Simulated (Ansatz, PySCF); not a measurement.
C2H6AlIO, SMILES C[O][Al]([CH3])[I]. Atoms are numbered in the order given.

```xyz
11

Al     0.2353     1.1442    -0.9530
I     -1.1594    -0.2589     0.5741
C      1.2739     2.6444    -0.2992
H      1.8190     3.1399    -1.1177
H      2.0038     2.3125     0.4578
H      0.6210     3.3875     0.1880
O      0.2339     0.7255    -2.5930
C     -0.3380    -0.2249    -3.4470
H      0.4505    -0.8114    -3.9513
H     -0.9989    -0.9314    -2.9111
H     -0.9360     0.2739    -4.2304
```
Charge 0, spin multiplicity 1.

Geometry optimised at B3LYP-D3(BJ)/def2-SVP. The structure was generated by enumeration; whether it is a known compound was not checked. The def2 effective core potentials stand for the cores of I; spin–orbit coupling is left out. One conformer was computed; it need not be the lowest.

Two levels are set side by side: PBE-D3(BJ)/def2-SVP (Ansatz, an electronic-structure program) and B3LYP-D3(BJ)/def2-SVP (Ansatz). Each level has its own optimised geometry; the coordinates shown are those of the second. Frequencies come from the Hessian of PySCF at each geometry. Differences are taken from unrounded values.

```tsv
quantity	B3LYP-D3(BJ)
mean bond length (Å)	1.415
bond Al1–I2 (Å)	2.499
bond Al1–C3 (Å)	1.938
bond Al1–O7 (Å)	1.693
bond O7–C8 (Å)	1.400
bond C3–H4 (Å)	1.101
bond C3–H5 (Å)	1.103
bond C3–H6 (Å)	1.103
bond C8–H9 (Å)	1.104
bond C8–H10 (Å)	1.106
bond C8–H11 (Å)	1.105
highest harmonic wavenumber (cm⁻¹)	3132
mean harmonic wavenumber (cm⁻¹)	1276
zero-point energy (kcal/mol)	49.24
```

**Question.** What does PBE-D3(BJ) give, and how far is it from B3LYP-D3(BJ)? (An estimate is asked for; the answer gives what the named calculation found.)

**Answer.** 
| quantity | PBE-D3(BJ) | PBE-D3(BJ) minus B3LYP-D3(BJ) |
|---|---|---|
| mean bond length (Å) | 1.423 | 0.008 |
| bond Al1–I2 (Å) | 2.503 | 0.004 |
| bond Al1–C3 (Å) | 1.945 | 0.007 |
| bond Al1–O7 (Å) | 1.710 | 0.017 |
| bond O7–C8 (Å) | 1.405 | 0.005 |
| bond C3–H4 (Å) | 1.108 | 0.007 |
| bond C3–H5 (Å) | 1.110 | 0.007 |
| bond C3–H6 (Å) | 1.110 | 0.007 |
| bond C8–H9 (Å) | 1.113 | 0.008 |
| bond C8–H10 (Å) | 1.115 | 0.009 |
| bond C8–H11 (Å) | 1.113 | 0.008 |
| highest harmonic wavenumber (cm⁻¹) | 3089 | -43 |
| mean harmonic wavenumber (cm⁻¹) | 1244 | -32 |
| zero-point energy (kcal/mol) | 48.00 | -1.24 |

GGA bonds tend to be longer and softer than those of functionals with exact exchange. Differences between two approximate levels are no errors against the true value.
